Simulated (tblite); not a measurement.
Ca (SMILES [Ca+]), charge +1, doublet (GFN-xTB shapes and energies of metal compounds can be far from the true ones); GFN1-xTB (tblite).

tblite was given this input:
```
$ tblite run mol.xyz --method gfn1 --charge 1 --spin 1 --spin-polarized --json tblite.json --no-restart

# file mol.xyz
1

Ca     0.00000000     0.00000000     0.00000000
```

It wrote (shortened):

```
xTB calculator
 | screened Coulomb repulsion
 | Coulomb electrostatics
 |  * isotropic Klopman-Ohno-Mataga-Nishimoto electrostatics
 |  * onsite third-order electrostatics
 | DFT-D3(BJ) dispersion correction
 | Interactions (1)
 | [1] spin polarization

halogen bonding energy    0.0000000000000E+00 Eh
repulsion energy          0.0000000000000E+00 Eh
dispersion energy         0.0000000000000E+00 Eh
interaction energy        0.0000000000000E+00 Eh
number of electrons       1.0000000000000E+00 e
integral cutoff           4.0000000000000E+01 bohr

------------------------------------------------------------
  cycle        total energy    energy error   density error
------------------------------------------------------------
      1    -0.1948038694055  -1.9480387E-01   4.0824829E-01
      2    -0.1948038694055   0.0000000E+00   2.4494897E-01
      3    -0.1948038694055   0.0000000E+00   1.4695469E-05
------------------------------------------------------------

electronic energy        -1.9480386940549E-01 Eh
total energy             -1.9480386940549E-01 Eh

Post processing:
 | Mayer-Wiberg bond orders

[Info] JSON dump of results written to 'tblite.json'
```
